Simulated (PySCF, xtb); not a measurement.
Ga(F)(OH)(OMe) (CH₄FGaO₂), SMILES [O](C)[Ga]([OH])[F]. The values are those of a single conformer.

Harmonic wavenumbers (cm⁻¹) from GFN2-xTB run with xtb 6.7.1 at its own minimum, in rising order: 65, 79, 107, 144, 161, 253, 310, 433, 493, 549, 669, 1016, 1114, 1121, 1397, 1455, 1456, 2932, 2958, 2959, 3602.

Q: What does PBE0-D3(BJ)/def2-SVP in PySCF 2.14.0 give at its own minimum? (Estimate from the structure and the level; the computed values follow.)

A: 30, 93, 104, 180, 198, 271, 337, 629, 723, 751, 835, 1155, 1178, 1212, 1471, 1476, 1482, 3016, 3105, 3111, 3909. Paired by order, the mean absolute difference is 98 cm⁻¹ and the zero-point energies are 33.3 and 36.1 kcal/mol.
